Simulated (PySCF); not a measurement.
I3Sb, charge -1, multiplicity 2. Atoms are numbered in the order given.

```xyz
4

Sb     0.0000     0.0000     0.0000
I     -2.9611     0.0000     0.0000
I      1.4805     2.5644     0.0000
I      1.4805    -2.5644     0.0000
```
Charge -1, spin multiplicity 2.

Coordinates come from a PBE-D3(BJ)/def2-SVPD optimisation. The multiplicity is an assumed one; no other spin state was optimised. The isomer is the one that the SMILES or the coordinates give; other isomers of the formula were not compared. The def2 effective core potentials stand for the cores of I, Sb; spin–orbit coupling is left out.

Method: PBE-D3(BJ)/def2-SVPD (PySCF).

Frequencies are harmonic and unscaled.

Modes within 1.5 cm⁻¹ of each other (mostly degenerate sets) share a row, with their intensities summed.

Computed harmonic wavenumbers and intensities:
```csv
mode,ν (cm⁻¹),IR (km/mol),moving atoms (share of kinetic energy)
1–3,12,2.9,"Sb 76 %, I 24 %"
4,111,0.0,I 100 %
5–6,144,118.0,"Sb 67 %, I 33 %"
```
